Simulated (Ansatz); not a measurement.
Reaction (atomization): `O=C=[N][Al]([N]=C=O)[N]=C=O` → Al• + 3 C• + 3 N• + 3 O•

Computed with Ansatz on PBE0-D4/def2-TZVP structures; ΔE is electronic, products minus reactants. CCSD(T)/CBS adds triple-zeta CCSD(T) − MP2 to the extrapolated MP2 energy (def2 sets, frozen cores). This one scheme is used for every species, atoms too. Functionals use def2-TZVPP. No spin–orbit coupling; open shells (•) take unrestricted orbitals. Spin–orbit coupling would lower the free atoms: a little for Al, C, O. One conformer a species, not always the lowest.

`O=C=[N][Al]([N]=C=O)[N]=C=O`:

Cartesian coordinates in Å:
```
O -1.012 -2.517 -3.072
C -0.728 -1.802 -2.200
N -0.437 -1.066 -1.303
Al -0.002 0.004 0.003
N -1.245 0.728 0.988
C -2.102 1.221 1.661
O -2.935 1.701 2.315
N 1.677 0.349 0.325
C 2.831 0.579 0.538
O 3.953 0.802 0.745
```

Question: What is ΔE at CCSD(T)/CBS? (An estimate is asked.)

Answer: The calculation gave: +1274.2 kcal/mol.

Question: What do these levels give: LDA (SPW92), BLYP-D4, PBE, LC-ωPBE, MP2/def2-QZVPP, SCS-MP2/def2-QZVPP? (An estimate is asked.)

Answer: Ansatz gave: LDA (SPW92) 1548.2, BLYP-D4 1325.0, PBE 1364.0, LC-ωPBE 1296.3, MP2/def2-QZVPP 1335.2, SCS-MP2/def2-QZVPP 1310.8 kcal/mol.

Largest T1 diagnostic among the species: 0.018.

At CCSD(T), def2-SVP lies −73.1 kcal/mol from the extrapolated value and def2-TZVPP −45.8 kcal/mol: correlation converges slowly with the basis, and small sets miss more of it in the bonded molecule than in its fragments. From PBE to PBE0 (25 % exact exchange), in def2-TZVPP and without D4, ΔE moves by −69.5 kcal/mol: exact exchange takes away binding that semilocal exchange gives to molecules.

For atomizations the MP2-based limit and the directly extrapolated one differ by several kJ/mol either way, and by 10 to 25 for some Ge, Se and Sn compounds, so smaller differences from it don't rank the levels.
